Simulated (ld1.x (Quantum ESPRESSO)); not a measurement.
**u(r) = r·R(r): atom against pseudo-atom (gallium (Ga))**

Columns: radius, all-electron u(r) and pseudo u(r) of the 4p shell (level -2.58 eV) of gallium in the configuration [Ar] 3d10 4s2 4p1; PBE, scalar-relativistic, ultrasoft scheme, ld1.x (Quantum ESPRESSO) 7.5.

```
r (bohr)  all-electron  pseudo
   0.105        0.1221  0.0028
   0.210        0.0347  0.0111
   0.315       -0.1091  0.0247
   0.420       -0.1921  0.0434
   0.525       -0.2037  0.0668
   0.630       -0.1653  0.0943
   0.735       -0.0994  0.1253
   0.840       -0.0218  0.1593
   0.945        0.0579  0.1956
   1.050        0.1343  0.2334
   1.155        0.2047  0.2719
   1.260        0.2680  0.3105
   1.365        0.3238  0.3484
   1.470        0.3722  0.3848
   1.575        0.4137  0.4191
   1.680        0.4488  0.4504
   1.785        0.4780  0.4782
   1.890        0.5019  0.5019
   1.995        0.5210  0.5210
   2.100        0.5358  0.5358
   2.205        0.5467  0.5467
   2.310        0.5541  0.5541
   2.415        0.5585  0.5585
   2.520        0.5601  0.5601
   2.625        0.5595  0.5595
   2.730        0.5567  0.5567
```

**Question.** How many radial nodes do the two functions have?

**Answer.** The all-electron 4p function has n − l − 1 = 2; the pseudo-wave has 0, since the states of the same l below it are removed with the core.

**Question.** At about which radius was the pseudo-wave matched?

**Answer.** 1.90 bohr. The columns agree to 0.0005 from 1.78 bohr on; several derivatives are matched, so the curves merge somewhat inside the radius.

**Question.** Where does each function peak?

**Answer.** Outermost all-electron maximum near 2.52 bohr, pseudo maximum near 2.52 bohr (to the table’s step).

**Question.** Is the pseudo-wave norm-conserving?

**Answer.** No, it belongs to an ultrasoft set: the norm inside the radius is not constrained, and the difference is carried by the augmentation charge.
